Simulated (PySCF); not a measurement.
Method: PySCF 2.14.0, delta-SCF UKS SCAN, pcX-2 on the ionised atom, pcseg-1 elsewhere, spin-free X2C. Geometries: PBE0-D3(BJ)/def2-SVP; isolated species, one conformer each. Values against the vacuum level.

(1) Rank by computed C 1s binding energy, lowest first.
A. C1 in `[CH3:1][C:2](=[S:3])[c:4]1[cH:5][cH:6][cH:7][s:8]1`
B. Carbon in `CO[SiH](O)O`
C. C3 in `[F:1][CH2:2][C@H:3]1[CH2:4][S:5]1`
D. C1 in `[CH2:1]=[CH:2][BH2-:3][NH3+:4]`
E. C1 in `[C-:1]#[C:2][CH3:3]`

(2) Order these sites by rising S 1s binding energy.
A. Sulfur in `FC[C@H]1CS1`
B. S3 in `[CH3:1][C:2](=[S:3])[c:4]1[cH:5][cH:6][cH:7][s:8]1`
C. S2 in `[F:1][S:2]([F:3])=[S:4]`

Results:

(1) E (282.19 eV), D (289.43 eV), A (290.95 eV), C (291.94 eV), B (292.58 eV).

The highest is bonded to O and 3 H, the lowest to C (triple bond) in a species of charge -1; the range is 10.39 eV.

(2) B (2475.49 eV), A (2477.24 eV), C (2483.33 eV).

The highest is bonded to 2 F and S (double bond), the lowest to C (double bond); the range is 7.84 eV.

1 of these hole states is spin-contaminated (⟨S²⟩ 0.90, against 0.75; counted from 0.85) and less certain. The basis sets have no added diffuse functions, a weakness for anions.
